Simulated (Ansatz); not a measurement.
Stepwise reaction of `N[Si](N)(N)N` with water, as a gas-phase model of exchange steps in deposition or etching. ΔE in kJ/mol; ΔG adds harmonic PBE0-D4 terms to CCSD(T)/CBS, at 1 bar.

Isolated molecules relaxed with PBE0-D4/def2-TZVP in Ansatz; ΔE leaves out vibrations. CCSD(T)/CBS adds triple-zeta CCSD(T) − MP2 to the extrapolated MP2 energy (def2 sets, frozen cores). This one scheme is used for every species. DFT in def2-TZVPP. B3LYP here is the variant with VWN-RPA as its local correlation; programs differ in this. Each species was taken in one conformer, which may not be the lowest.

```
step                                     reaction  PBE-D4  B3LYP-D4  ωB97M-V  CCSD(T)/CBS  ΔG(500 K)
   1  `N[Si](N)(N)N` + H₂O → `N[Si](N)(N)O` + NH₃   -53.9     -57.1    -57.3        -54.8      -51.8
   2  `N[Si](N)(N)O` + H₂O → `N[Si](N)(O)O` + NH₃   -45.2     -49.4    -48.9        -45.7      -51.7
   4  `N[Si](O)(O)O` + H₂O → `O[Si](O)(O)O` + NH₃   -45.3     -48.9    -48.6        -46.8      -40.1
```

Task: Give the row of step 3, `N[Si](N)(O)O` + H₂O → `N[Si](O)(O)O` + NH₃. (Best estimate.)

Result: Ansatz gave: 
| step | reaction | PBE-D4 | B3LYP-D4 | ωB97M-V | CCSD(T)/CBS | ΔG(500 K) |
| --- | --- | --- | --- | --- | --- | --- |
| 3 | `N[Si](N)(O)O` + H₂O → `N[Si](O)(O)O` + NH₃ | -45.9 | -48.7 | -48.8 | -46.9 | -38.5 |

Task: By hand: ΔE of the 4 steps together at CCSD(T)/CBS.

Result: (-54.8) + (-45.7) + (-46.9) + (-46.8) = -194.2 kJ/mol, or -48.5 kJ/mol a step.

In ΔE step 1 is the lowest and step 2 the highest. All are downhill at CCSD(T)/CBS. ΔG lies between -51.8 and -38.5 kJ/mol a step. PBE-D4 differs from CCSD(T)/CBS by 0.5 to 1.5 kJ/mol a step. Isolated molecules leave out the surface, adducts and barriers. Largest T1 diagnostic: 0.011.
